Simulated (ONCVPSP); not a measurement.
Varying the ONCV potential for Zr (Z = 40)

Base potential:

zirconium, optimised norm-conserving Vanderbilt (ONCV), made with ONCVPSP 4.0.1 (PBEsol, fully relativistic). Core [Ar] 3d10, reference 4s2 4p6 4d2 5s1.5 (charge +0.5). Waves: 4s+5s: rc 2.20 bohr, ncon 3, nbas 6, qcut 5.2 1/bohr, 2 projectors; 4p: rc 2.30 bohr, ncon 5, nbas 8, qcut 6.9 1/bohr, 2 projectors, debl 3.6 Ha; 4d: rc 1.85 bohr, ncon 5, nbas 8, qcut 5.5 1/bohr, local. Local part: the d channel. Core correction: none.

Open shells are filled in proportion to 2j + 1.

All-electron outer shells of the reference configuration (PBEsol, scalar-relativistic, ld1.x):

```json
{"shell": "3d", "level (eV)": "-177.89", "outermost node (bohr)": "–", "outermost maximum (bohr)": "0.35"}
{"shell": "4s", "level (eV)": "-57.65", "outermost node (bohr)": "0.55", "outermost maximum (bohr)": "1.08"}
{"shell": "4p", "level (eV)": "-35.63", "outermost node (bohr)": "0.56", "outermost maximum (bohr)": "1.17"}
{"shell": "5s", "level (eV)": "-7.15", "outermost node (bohr)": "1.46", "outermost maximum (bohr)": "3.08"}
{"shell": "4d", "level (eV)": "-6.68", "outermost node (bohr)": "0.58", "outermost maximum (bohr)": "1.59"}
```

Cutoffs, loose and tight: the cutoffs (Ha) at which the residual kinetic energy of the hardest occupied pseudo-wave falls to 1 and 0.1 mHa per electron. They do not see the model core or the augmentation charge, which bear on the density cutoff. Test errors are all-electron minus pseudo excitation energies from the reference, over the configurations 4s2 4p6 4d2 5s2; 4s2 4p6 4d2 5s1; 4s2 4p6 4d2 5s0; 4s2 4p6 4d1 5s2. A dash means not determined; rows that change the core or the reference have their own tests.

```tsv
change	outcome	cutoff, loose	cutoff, tight	bound ghosts	GHOST(+) flags above zero	largest test error (meV)
base	generated	15 Ha	41 Ha	none	none	-4.0
s: qcut 4; p: qcut 5.4; d: qcut 4.3	generated	43 Ha	59 Ha	none	s	-5.0
s: qcut 4.9; p: qcut 6.6; d: qcut 5.2	generated	15 Ha	50 Ha	none	none	-4.3
s: qcut 5.3; p: qcut 7; d: qcut 5.6	generated	15 Ha	30 Ha	none	none	-3.9
s: qcut 6; p: qcut 8; d: qcut 6.4	generated	15 Ha	20 Ha	none	none	-3.1
s: qcut 7; p: qcut 9.2; d: qcut 7.4	generated	16 Ha	21 Ha	none	none	-2.6
s: qcut 7.6; p: qcut 10.1; d: qcut 8.1	generated	21 Ha	26 Ha	none	none	-2.2
```

(1) What comes out with this change to the base: s: qcut 3.5; p: qcut 4.7; d: qcut 3.7?

## Answers

(1) outcome: generated; cutoff, loose: 50 Ha; cutoff, tight: 62 Ha; bound ghosts: none; GHOST(+) flags above zero: none; largest test error (meV): -5.2.
